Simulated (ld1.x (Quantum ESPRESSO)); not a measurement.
## Ta: excitation energies, all-electron against TM

ld1.x (Quantum ESPRESSO) 7.5 input, shortened:

```
&input
   title='Ta', zed=73., rel=1, dft='PBESOL', iswitch=3,
   config='[Xe] 4f14 5d3 6s2 6p0'
 /
 &inputp
   pseudotype=2, tm=.true., lloc=0,
   nlcc=.true., new_core_ps=.true., rcore=0.70
 /
4
6P  2  1   0.00   0.00  3.75  3.75  0.0
5D  3  2   3.00   0.00  2.05  2.05  0.0
4F  4  3  14.00   0.00  0.74  0.74  0.0
6S  1  0   2.00   0.00  2.65  2.65  0.0
 &test
   configts(1)='4f14 5d3 6s2 6p0'
 /
```

Energies are relative to the spin-unpolarised reference configuration 4f14 5d3 6s2 6p0; without spin polarisation the order of configurations can differ from experiment. Not all tests gave a result: 1 of 7 tests not solved or not reliable. Left out of the table: 4f13 5d3 6s2 6p0 (solver errors, printed error -3.1 eV).

```csv
valence configuration,charge,ΔE all-electron (eV),error AE − PS (meV)
4f14 5d3 6s1 6p0,+1,8.505,-10
4f14 5d3 6s0 6p0,+2,23.481,-54
4f14 5d2 6s0 6p0,+3,47.092,-203
4f14 5d3 6s1 6p1,0,4.222,-5.1
4f14 5d4 6s1 6p0,0,2.096,-50
```

**Question.** What are ΔE and the potential's error for 4f14 5d3 6s0 6p1?

**Answer.** ΔE = 13.632 eV all-electron; the error (AE − PS) is -21 meV.

Levels in the configuration 4f14 5d3 6s1 6p0:

```csv
level,all-electron (eV),pseudo (eV)
4f,-31.956,-31.774
5d,-10.533,-10.521
6s,-11.659,-11.677
```

A Bessel basis up to 400 Ry misses an occupied level by 0.16 Ry, so cutoffs and ghosts were not judged.
